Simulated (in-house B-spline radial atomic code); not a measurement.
A fraction x of an electron is moved 4d → 5d in neutral rhodium, starting from [Kr] 4d8 5s1 and keeping the highest spin. All numbers are computed (scalar-relativistic (X2C) LC-wPBE, spin-polarised, spherical fractional occupations; Fermi nucleus of rms radius 4.4945 fm) with an all-electron radial atomic-structure program (B-spline basis), not measured.

Caution: exact exchange at fractional occupations of open shells leaves self-interaction of up to several eV.

```
    x  E(x) - E(0) (eV)  4d down level (eV)  5d up level (eV)
    0            0.0000              -5.666                 -
0.375            2.6105              -8.271            -0.070
  0.5                 ?                   ?                 ?
0.625            4.8505              -9.829            -0.137
 0.75                 ?                   ?                 ?
0.875            7.4430             -11.248            -0.230
    1            8.8581             -11.900            -0.284
```

Problem. What belongs in the row x = 0.5?

Solution. An energy change of 3.6838 eV; 4d down at -9.065 eV, 5d up at -0.100 eV.

Problem. What belongs in the row x = 0.75?

Solution. An energy change of 6.1053 eV; 4d down at -10.558 eV, 5d up at -0.181 eV.
